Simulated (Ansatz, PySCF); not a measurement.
Process, species as SMILES: C[Si](C)(C)F → C[Si](C)C + F atom (the F-Si bond at the site shown breaks; other sites are not compared here)
Structures are relaxed separately at B3LYP-D3(BJ)/def2-TZVP in Ansatz (an electronic-structure program). Frequencies are from Ansatz or PySCF.

Wanted: bond dissociation energy (enthalpy at 298 K, with B3LYP-D3(BJ) rigid-rotor harmonic-oscillator terms), in kcal/mol. Valence correlation only, unless marked. UHF or UKS for open shells. No spin-orbit coupling. No relativistic terms. CBS marks a two-point X^-3 extrapolation of the correlation energy; Hartree-Fock from the larger set.

| level | program | bond dissociation energy (kcal/mol) |
|---|---|---|
| BLYP/def2-TZVPD | Ansatz | [?] |
| PBE0/def2-QZVPP | Ansatz | 154.0 |
| CAM-B3LYP-D4/def2-TZVPD | Ansatz + dftd4 | [?] |
| LC-wPBE-D3(BJ)/def2-TZVPD | Ansatz + dftd3 | [?] |
| B2GP-PLYP-D3(BJ)/def2-TZVPD | Ansatz + dftd3 | 158.3 |
| SCS-MP2/aug-cc-pV(T+d)Z | Ansatz | 162.5 |
| CCSD/STO-3G | Ansatz | 98.2 |
| CCSD/6-31G | Ansatz | [?] |
| CCSD(T)/CBS(cc-pV(T+d)Z,cc-pV(Q+d)Z) | Ansatz | 162.0 |

Some entries are withheld; supply them.


- BLYP/def2-TZVPD, bond dissociation energy (kcal/mol): 155.0
- CAM-B3LYP-D4/def2-TZVPD, bond dissociation energy (kcal/mol): 159.6
- LC-wPBE-D3(BJ)/def2-TZVPD, bond dissociation energy (kcal/mol): 157.7
- CCSD/6-31G, bond dissociation energy (kcal/mol): 121.7
